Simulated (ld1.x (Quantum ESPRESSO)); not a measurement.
# Ranking TM potentials for Zr

All share these settings but for the change named:

```json
{
  "Element": "Zr (Z = 40)",
  "Generator": "ld1.x (Quantum ESPRESSO) 7.5",
  "Type": "norm-conserving Troullier–Martins (Kleinman–Bylander form)",
  "Functional": "LDA (PZ)",
  "Relativity": "scalar-relativistic",
  "Frozen core": "[Ar] 3d10 4s2",
  "Valence charge": "10",
  "Reference configuration": "4p6 4d2 5s1.5 5p0 (charge +0.5)",
  "Partial waves": "4p (bound): rc 2.20 bohr; 4d (bound): rc 2.05 bohr; 5s (bound): rc 3.05 bohr",
  "Local potential": "the s channel",
  "Core correction": "none"
}
```

Cutoff: the first of the cutoffs (Ry, on a coarse ladder) from which the occupation-weighted sum of valence levels, in a spherical-Bessel basis at the reference potential, stays within 10 and 1 mRy of its value at 400 Ry; the density cutoff is not measured.

The base gives 30 Ry.

Of 7 variants that were run, those that failed, showed a ghost or another fault, or gave nearly equal values are left out.

A variant can come out equal or close to the base.

(1) Rank these variants from softest to hardest (loose cutoff).
A. wave 4d (bound): rc 2.05 bohr becomes 4d (bound): rc 1.44 bohr
B. wave 5s (bound): rc 3.05 bohr becomes 5s (bound): rc 4.26 bohr
C. all radii scaled by about 1.32 (s 4.02, p 2.90, d 2.70 bohr)

## Answers

(1) C (25 Ry), B (30 Ry), A (35 Ry).
